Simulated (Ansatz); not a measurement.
Reaction (redistribution): `CCBNC` + `CB(Cl)B[SiH3]` → `CCBB[SiH3]` + `CNB(C)Cl`

Isolated molecules relaxed with PBE0-D4/def2-TZVP in Ansatz; ΔE leaves out vibrations. CCSD(T)/CBS is the MP2 limit (def2-TZVPP, def2-QZVPP) plus CCSD(T) − MP2 in def2-TZVPP, frozen cores. DFT in def2-TZVPP. Each species was taken in one conformer, which may not be the lowest.

`CCBNC`:

Cartesian coordinates in Å:
```
C 1.488 1.269 -0.739
C 1.577 0.053 0.174
B 0.227 -0.672 0.532
N -0.995 -0.236 0.039
C -2.292 -0.816 0.294
H 0.868 2.056 -0.298
H 2.468 1.708 -0.937
H 1.051 1.011 -1.708
H 2.069 0.326 1.117
H 2.250 -0.697 -0.264
H 0.218 -1.636 1.253
H -1.020 0.570 -0.568
H -2.174 -1.673 0.957
H -2.967 -0.101 0.776
H -2.770 -1.162 -0.629
```

`CB(Cl)B[SiH3]`:

Cartesian coordinates in Å:
```
C 1.380 -0.412 -1.583
B 1.086 0.012 -0.117
Cl 2.049 1.325 0.610
B -0.053 -0.441 0.980
Si -1.868 0.426 1.051
H 0.958 -1.381 -1.854
H 2.449 -0.401 -1.808
H 0.919 0.339 -2.240
H 0.176 -1.282 1.803
H -1.976 1.672 0.245
H -2.810 -0.578 0.470
H -2.311 0.720 2.442
```

`CCBB[SiH3]`:

```xyz
15

C    -2.432   -0.492   -1.042
C    -0.964   -0.098   -0.919
B    -0.399    0.072    0.530
B     0.889    0.922    1.036
Si    2.749    0.154    0.932
H    -3.086    0.303   -0.675
H    -2.648   -1.387   -0.453
H    -2.713   -0.693   -2.079
H    -0.730    0.753   -1.567
H    -0.333   -0.918   -1.308
H    -0.911   -0.600    1.400
H     0.813    2.019    1.516
H     3.505    0.334    2.203
H     2.804   -1.288    0.563
H     3.457    0.920   -0.138
```

`CNB(C)Cl`:

Cartesian coordinates in Å:
```
C -1.205 1.474 0.536
N -0.050 0.650 0.267
B 0.014 -0.633 -0.261
C 1.367 -1.388 -0.491
Cl -1.507 -1.465 -0.698
H -1.268 1.733 1.597
H -1.174 2.402 -0.042
H -2.107 0.931 0.262
H 0.829 1.084 0.500
H 2.241 -0.804 -0.191
H 1.481 -1.656 -1.545
H 1.380 -2.329 0.066
```

```csv
level,ΔE (kJ/mol)
B2PLYP,6.3
HF/def2-TZVPP,3.2
```

Problem. What does CCSD(T)/CBS give? (Best estimate.)

Solution. The calculation gave: +6.9 kJ/mol. The listed levels differ from it by -0.6, -3.7 kJ/mol.

Largest T1 diagnostic among the species: 0.013.

In def2-TZVPP, CCSD(T) changes the Hartree–Fock value by +4.6 kJ/mol (the triples alone add +1.2 kJ/mol) and MP2 by +4.6 kJ/mol.
